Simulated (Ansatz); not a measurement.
Breaking the B1–F3 bond in BFH2O (SMILES OBF) (multiplicity 1 held, fragments rigid). Energies count from the point at 1.327 Å.
Geometry at that point (charge 0, multiplicity 1):
| atom | x (Å) | y (Å) | z (Å) |
|---|---|---|---|
| B | -0.3560 | -0.1697 | -0.2196 |
| H | -1.2844 | -0.6674 | -0.7800 |
| F | -0.1423 | 1.1333 | -0.3545 |
| O | 0.5051 | -0.8606 | 0.5561 |
| H | 0.3044 | -1.7990 | 0.6194 |

Signs of static correlation in cc-pVDZ, with CASSCF(6,4), from Ansatz (an electronic-structure program) runs.

```csv
R (Å),T1 of restricted CCSD,⟨S²⟩ of UHF,largest double amplitude of restricted CCSD,weight of the CASSCF reference in MRCISD,CASSCF natural occupations
1.062,0.012,0.000,0.039,0.914,2.00 2.00 1.99 0.01
1.195,0.013,0.000,0.038,0.911,2.00 2.00 1.99 0.01
1.327,0.014,0.000,0.036,0.910,2.00 2.00 1.99 0.01
1.460,0.015,0.000,0.038,0.909,2.00 2.00 1.98 0.02
1.593,0.017,0.000,0.035,0.908,2.00 2.00 1.97 0.03
1.792,0.019,0.000,0.042,0.907,2.00 2.00 1.96 0.04
1.991,0.022,0.000,…,0.907,2.00 2.00 1.93 0.07
2.323,0.032,0.623,0.161,0.908,2.00 2.00 1.84 0.17
2.655,0.051,0.881,0.250,0.909,2.00 2.00 1.66 0.34
3.053,0.086,0.970,…,0.911,2.00 2.00 1.41 0.59
3.584,0.141,0.999,0.794,0.912,2.00 2.00 1.18 0.82
4.247,0.190,1.005,1.240,0.912,2.00 2.00 1.06 0.94
```

Problem. What belongs in the gaps?

Solution. 
- 1.991, largest double amplitude of restricted CCSD: 0.076
- 3.053, largest double amplitude of restricted CCSD: 0.423

Doubts at one or more of the structures used: active orbitals that take no part (SC-NEVPT2 on CASSCF(6,4)/cc-pVDZ); a restricted determinant that unrestricted orbitals would lower (R-CCSD(T)/cc-pVDZ); T1 above 0.05 (R-CCSD(T)/cc-pVDZ, U-CCSD(T)/cc-pVDZ); other coupled-cluster roots lie near (R-CCSD(T)/cc-pVDZ); a spin-contaminated determinant (U-CCSD(T)/cc-pVDZ); the program's own flag: other amplitudes (U-CCSD(T)/cc-pVDZ).
